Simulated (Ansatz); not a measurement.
`OCC1OCCCO1`. Total charge 0; spin multiplicity 1. Geometry: relaxed with PBE0-D4/def2-TZVP. It is one conformer, not always the lowest.

```xyz
18

O    -1.551   -1.172    2.362
C    -1.775   -0.798    1.023
C    -0.556   -0.061    0.530
O    -0.911    0.605   -0.648
C     0.178    1.341   -1.169
C     1.373    0.435   -1.402
C     1.651   -0.335   -0.124
O     0.475   -0.979    0.321
H    -2.174   -1.862    2.595
H    -1.929   -1.665    0.370
H    -2.635   -0.125    0.925
H    -0.230    0.679    1.284
H     0.446    2.143   -0.463
H    -0.171    1.804   -2.093
H     2.247    1.024   -1.695
H     1.147   -0.268   -2.208
H     2.399   -1.115   -0.269
H     2.016    0.348    0.659
```

Q: What is the dipole moment at PBE/def2-TZVPP? (Best estimate.)

A: Computed: 0.92 D, with components (0.33, 0.37, -0.77) D in this frame, pointing from negative to positive charge.

Q: And with r2SCAN, B3LYP, ωB97M-V? (An estimate is asked.)

A: Ansatz gave: r2SCAN 0.97 D, B3LYP 1.05 D, ωB97M-V 1.05 D.

Q: Give the Mulliken charges with PBE, B3LYP, ωB97M-V in def2-TZVPP. (Estimate.)

A: The calculation gave: 
```tsv
atom	PBE	B3LYP	ωB97M-V
O1	-0.30	-0.33	-0.30
C2	-0.06	-0.03	-0.09
C3	0.17	0.24	0.16
O4	-0.24	-0.31	-0.29
C5	0.00	0.01	-0.07
C6	-0.09	-0.09	-0.14
C7	-0.01	0.01	-0.07
O8	-0.23	-0.30	-0.27
H9	0.18	0.18	0.17
H10	0.07	0.07	0.10
H11	0.07	0.08	0.09
H12	0.04	0.06	0.11
H13	0.05	0.06	0.10
H14	0.08	0.09	0.11
H15	0.05	0.05	0.08
H16	0.06	0.06	0.10
H17	0.08	0.09	0.11
H18	0.05	0.06	0.10
```

B3LYP here is the variant with VWN-RPA as its local correlation; programs differ in this.
